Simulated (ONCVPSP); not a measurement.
# Before and after: ONCV potential for bismuth

* Element: Bi
* Generator: ONCVPSP 4.0.1
* Type: optimised norm-conserving Vanderbilt (ONCV)
* Functional: PBE
* Relativity: fully relativistic
* Frozen core: [Kr] 4d10 4f14
* Valence charge: 23
* Reference configuration: 5s2 5p6 5d10 6s1.5 6p3.5
* Partial waves: 5s+6s: rc 1.30 bohr, ncon 4, nbas 8, qcut 11.5 1/bohr, 2 projectors; 5p+6p: rc 1.35 bohr, ncon 4, nbas 8, qcut 10.6 1/bohr, 2 projectors; 5d: rc 1.85 bohr, ncon 3, nbas 7, qcut 9.8 1/bohr, 1 projector
* Local potential: polynomial inside 1.15 bohr (lpopt 5, dvloc0 3 Ha)
* Core correction: polynomial model core, fcfact 0.5

Open shells are filled in proportion to 2j + 1.

Change: d: qcut 8.9.

Cutoffs: the cutoffs (Ha) at which the residual kinetic energy of the hardest occupied pseudo-wave falls to 1 and 0.1 mHa per electron; they do not see the model core or the augmentation charge, which bear on the density cutoff. Errors are all-electron minus pseudo energies relative to the spin-unpolarised reference configuration.

**Question.** What does the change do?

**Answer.** The potential gets neither clearly harder nor softer (44 Ha and 51 Ha → 44 Ha and 51 Ha); both files keep a bound ghost (p); of the 4 tests that both files solve, the error grows in 1 and shrinks in 0 by more than 15 % and 0.3 meV (median size 1.1 → 2.4 meV); the range in which the d3/2 phases agree widens (upper end 1.8 → at the end of the scan).

| quantity | base | changed |
| --- | --- | --- |
| cutoff, loose | 44 Ha | 44 Ha |
| cutoff, tight | 51 Ha | 51 Ha |
| loose cutoff by channel | s 44 Ha, p 40 Ha, d 28 Ha | s 44 Ha, p 40 Ha, d 26 Ha |
| bound ghosts | p1/2 | p1/2 |
| GHOST(+) flags under 300 eV | none | none |
| error for 5s2 5p6 5d10 6s2 6p3, meV [ΔE -4.89 eV] | +0.4 | +0.4 |
| error for 5s2 5p6 5d10 6s2 6p2, meV [ΔE 3.17 eV] | +1.8 | +1.7 |
| error for 5s2 5p6 5d10 6s2 6p1, meV [ΔE 18.60 eV] | +3.1 | +3.0 |
| error for 5s2 5p6 5d9 6s2 6p4, meV [ΔE 19.02 eV] | -0.2 | +3.2 |
| s: phases at 1.32 bohr within 0.05 rad from the reference energy up to (Ha; the scan ends near 5) | to the end of the scan | to the end of the scan |
| p3/2: phases at 1.37 bohr within 0.05 rad from the reference energy up to (Ha; the scan ends near 5) | to the end of the scan | to the end of the scan |
| p1/2: phases at 1.37 bohr within 0.05 rad from the reference energy up to (Ha; the scan ends near 5) | 2.6 | 2.6 |
| d5/2: phases at 1.88 bohr within 0.05 rad from the reference energy up to (Ha; the scan ends near 5) | 1.6 | 1.8 |
| d3/2: phases at 1.88 bohr within 0.05 rad from the reference energy up to (Ha; the scan ends near 5) | 1.8 | to the end of the scan |
| rms error of d²Exc/dni dnj with the model core, mHa | 2.90 | 2.89 |

 A true bound ghost makes a file unfit for plane-wave use even where its test errors are small: the radial tests pick states by their node count and pass the ghost by.
